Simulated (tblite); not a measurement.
Compound: C₅H₁₁PSi.
Geometry (GFN2-xTB, Å), atoms numbered from 1 in this order:
```
atom  x, y, z in Å
C1     2.401    1.425   -0.828
C2     1.576    0.397   -0.954
Si3   -0.106    0.270   -0.090
P4    -0.660    2.042    1.190
C5    -1.496   -0.435   -1.211
C6    -1.336   -1.817   -0.560
C7    -0.469   -1.460    0.657
H8     2.153    2.273   -0.208
H9     3.354    1.477   -1.331
H10    1.871   -0.430   -1.588
H11    0.567    2.079    1.827
H12   -0.266    2.964    0.239
H13   -1.346   -0.434   -2.287
H14   -2.475   -0.004   -1.012
H15   -2.283   -2.284   -0.294
H16   -0.801   -2.495   -1.224
H17    0.361   -2.141    0.822
H18   -1.053   -1.421    1.574
```

Calculated harmonic vibrations of the isolated species, GFN2-xTB (tblite), most abundant isotopes, no scaling. This tight-binding method is rough: wavenumbers can miss measured ones by several per cent, in bad cases by 10 to 20. Modes of hydrogen on phosphorus can be 10 to 20 % off. One conformer, not necessarily the lowest.

Harmonic wavenumbers (cm⁻¹): 54.1, 70.6, 111.3, 115.6, 126.9, 158.2, 158.8, 307.3, 389.6, 490.0, 569.3, 646.2, 651.7, 676.5, 677.9, 714.9, 758.6, 808.7, 882.6, 915.2, 989.4, 996.0, 1001.9, 1014.5, 1062.2, 1148.5, 1157.2, 1185.5, 1204.6, 1225.0, 1249.8, 1291.5, 1411.2, 1468.0, 1469.0, 1501.7, 1657.8, 2299.9, 2385.7, 2983.4, 3003.0, 3006.1, 3014.0, 3018.4, 3022.9, 3027.4, 3070.1, 3089.3.

A = 2058, B = 1422, C = 1004 MHz; mass 130.037 u (most abundant isotopes); point group Cs, symmetry number 1.

Problem. What is the zero-point energy?

Solution. Half the sum of the wavenumbers: 31119 cm⁻¹ = 372.26 kJ/mol.

Problem. Entropy at 298.15 K, 1 bar (ideal gas, RRHO, classical rotation)?

Solution. Translation 169.57, rotation 121.68, vibration 126.08: S = 417.3 J/(mol K).

Problem. And Cp and H(298.15 K) − H(0)?

Solution. Cp = 156.47 J/(mol K), of which vibrations give 123.21 (their classical limit is 48 R = 399.1); H(298.15 K) − H(0) = 29.17 kJ/mol without the zero-point energy, 19.25 from vibrations.

Problem. Blend soft modes into free rotors: weight 1/[1 + (100 cm⁻¹/ν̃)⁴] for the oscillator and the rest for a rotor with moment μB/(μ + B), μ = h/(8π²ν), B = 10⁻⁴⁴ kg m². What vibrational entropy results?

Solution. 116.23 J/(mol K) in place of 126.08, which changes −T·S at 298.15 K by +2.94 kJ/mol.

Problem. Which modes carry the vibrational entropy at 298.15 K?

Solution. 54.1 cm⁻¹: 19.50; 70.6 cm⁻¹: 17.31; 111.3 cm⁻¹: 13.58; 115.6 cm⁻¹: 13.27; 126.9 cm⁻¹: 12.52; 158.2 cm⁻¹: 10.76 J/(mol K); the other 42 give 39.13 together.

Hindered rotation and anharmonicity are outside this model. Other conformers, if any are populated, would add a mixing term that is left out.
